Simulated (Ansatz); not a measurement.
The inner images of a band of BClH₃OS (7 atoms, charge 1, multiplicity 1) are given out of order.

The calculation used RKS BLYP/def2-SVP (Ansatz).

Image 0:

```xyz
7
Properties=species:S:1:pos:R:3
O -0.750 0.944 -0.076
B 0.020 -0.359 0.005
S 1.777 -0.148 0.181
Cl -1.011 -1.741 -0.095
H -1.733 0.945 -0.180
H -0.348 1.845 -0.046
H 2.044 -1.486 0.210
```

Image 8:

```xyz
7
Properties=species:S:1:pos:R:3
O -1.217 0.831 -0.059
B -0.535 -0.294 0.084
S 1.350 0.109 0.628
Cl -0.957 -1.964 -0.027
H -2.177 0.779 -0.263
H 1.534 1.251 -0.110
H 2.003 -0.713 -0.253
```

Put them in order from the first end to the last, with their energies above the first end.
A.
```xyz
7
Properties=species:S:1:pos:R:3
O -0.973 0.791 -0.195
B -0.500 -0.415 0.114
S 1.391 -0.048 0.673
Cl -1.169 -1.996 0.144
H -1.903 0.937 -0.462
H 1.132 1.212 0.195
H 2.021 -0.481 -0.469
```
B.
```xyz
7
Properties=species:S:1:pos:R:3
O -0.701 0.813 -0.159
B -0.187 -0.541 0.193
S 1.528 -0.237 0.783
Cl -1.236 -1.881 0.053
H -1.587 1.147 -0.461
H 0.084 1.435 -0.054
H 2.098 -0.736 -0.355
```
C.
```xyz
7
Properties=species:S:1:pos:R:3
O -0.839 0.780 -0.196
B -0.433 -0.471 0.133
S 1.409 -0.032 0.710
Cl -1.225 -1.982 0.100
H -1.727 1.065 -0.483
H 0.764 1.132 0.153
H 2.051 -0.493 -0.417
```
D.
```xyz
7
Properties=species:S:1:pos:R:3
O -0.759 0.925 -0.003
B -0.039 -0.405 0.114
S 1.696 -0.147 0.455
Cl -1.065 -1.777 -0.068
H -1.708 1.004 -0.271
H -0.228 1.741 -0.172
H 2.103 -1.341 -0.056
```
E.
```xyz
7
Properties=species:S:1:pos:R:3
O -1.132 0.814 -0.166
B -0.530 -0.335 0.102
S 1.373 -0.001 0.636
Cl -1.057 -1.977 0.134
H -2.087 0.809 -0.396
H 1.455 1.274 0.138
H 1.978 -0.584 -0.449
```
F.
```xyz
7
Properties=species:S:1:pos:R:3
O -0.721 0.793 -0.194
B -0.322 -0.527 0.163
S 1.440 -0.099 0.755
Cl -1.263 -1.939 0.072
H -1.596 1.152 -0.493
H 0.391 1.183 0.070
H 2.070 -0.563 -0.372
```
G.
```xyz
7
Properties=species:S:1:pos:R:3
O -0.737 0.871 -0.077
B -0.105 -0.475 0.174
S 1.612 -0.198 0.669
Cl -1.148 -1.827 -0.001
H -1.659 1.079 -0.374
H -0.086 1.615 -0.140
H 2.123 -1.065 -0.251
```

D (+0.08 eV), G (+0.30 eV), B (+0.54 eV), F (+0.91 eV), C (+0.26 eV), A (-0.27 eV), E (-0.41 eV).

Time of the run: 2.7 min on 1 thread of Arm Neoverse V2, with other jobs on the host, peak memory 0.14 GiB.
